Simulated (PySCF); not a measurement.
ClISn, neutral, multiplicity 1. Atoms are numbered in the order given.

```xyz
3

Sn     0.6931    -0.9940     0.0000
Cl    -1.4103    -2.1639     0.0000
I     -0.2015     1.6318     0.0000
```

The structure is a stationary point at B3LYP-D3(BJ)/def2-SVP. The def2 effective core potentials stand for the cores of I, Sn; spin–orbit coupling is left out.

Level of theory: HF/def2-TZVPD (PySCF).

Gas-phase values at a fixed geometry.

- total energy = -969.64631 hartree
- point group = Cs
- highest occupied level = -9.65 eV
- lowest empty level = -0.70 eV
- orbital gap = 8.95 eV
- dipole moment = 3.42 D
- quadrupole, principal values (traceless, Buckingham form, about the centre of nuclear charge) = -11.71, 5.26, 6.45 D·Å
- mean static polarisability = 93.9 bohr³ (13.92 Å³)
- polarisability, principal values = 69.9, 88.3, 123.6 bohr³
